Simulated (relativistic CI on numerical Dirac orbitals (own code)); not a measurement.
# Charge states of strontium

Method of calculation: Dirac-Coulomb-Breit CI, separate exchange-only KLI orbitals for each configuration, QED by a radiative potential, valence Slater integrals scaled by 0.9 (own radial code, finite nucleus).

Each species is treated in one configuration, given outside its closed core. Radial values are for the open shell of highest l, unscaled and averaged over j; ζ includes the Breit term. Labels give the leading LS character, summed over repeated terms.

```csv
Ion,Configuration,Its lowest level,LS weight (%),Next level,E (cm⁻¹),ζ (cm⁻¹),g_J,g√(J(J+1))
Sr²⁴⁺,3s2 3p2,3P_0,84,3P_1,93848,83160,,0.00
Sr²⁵⁺,3s2 3p,2P°_1/2,100,2P°_3/2,128230,85310,0.662,0.57
Sr²⁶⁺,3s2,1S_0,100,,,,,0.00
Sr²⁷⁺,3s,2S_1/2,100,,,,1.998,1.73
Sr²⁸⁺,2s2 2p6,1S_0,100,,,,,0.00
Sr²⁹⁺,2s2 2p5,2P°_3/2,100,2P°_1/2,567980,377800,1.326,2.57
Sr³⁰⁺,2s2 2p4,3P_2,76,1S_0,179300,388400,1.374,3.36
Sr³¹⁺,2s2 2p3,J = 3/2 (mixed),41,2D°_3/2,492000,399300,1.489,2.88
Sr³²⁺,2s2 2p2,3P_0,78,3P_1,515900,410400,,0.00
Sr³³⁺,2s2 2p,2P°_1/2,100,2P°_3/2,633850,421700,0.654,0.57
Sr³⁴⁺,2s2,1S_0,100,,,,,0.00
Sr³⁵⁺,2s,2S_1/2,100,,,,1.990,1.72
Sr³⁶⁺,1s2,1S_0,100,,,,,0.00
```
